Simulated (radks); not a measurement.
Problem. Ionisation of neutral arsenic, [Ar] 3d10 4s2 4p3, to [Ar] 3d10 4s2 4p2 as the strength of local exchange is varied. Calculated with a radial shooting solver on a logarithmic mesh with Libxc functionals: Dirac Kohn-Sham, Slater X-alpha exchange (alpha = 2/3 is LDA exchange), no correlation, spin-unpolarised, spherical densities, point nucleus; open shells fill j = l - 1/2 first.

alpha  E(As) (hartree)  exchange (hartree)  IE (eV)  -e of the level emptied (eV)  <r> of it (bohr)
0.575      -2244.28733           -66.59381    7.237                 3.485 (4p3/2)             2.718
0.626      -2250.20176           -72.69312    7.667                 3.846 (4p3/2)             2.667
0.667      -2254.96788           -77.61908    8.022                 4.147 (4p3/2)             2.628
0.784      -2268.62444           -91.78661    9.074                 5.054 (4p3/2)             2.525
0.936      -2286.48919          -110.43607   10.529                 6.337 (4p3/2)             2.409
x          -2273.19493           -96.54543    9.438                 5.372 (4p3/2)             2.494

Which alpha was used in the last row?

Solution. alpha = 0.823. NIST Atomic Spectra Database: 9.789 eV (measured). The Delta-SCF value meets it near alpha = 0.86. Spin polarisation and multiplet splitting are left out, so open shells lie too high by an amount that depends on their filling.

Beside tabulated values, note that spin-unpolarised runs miss the spin-polarisation part of the exchange energy of open shells.
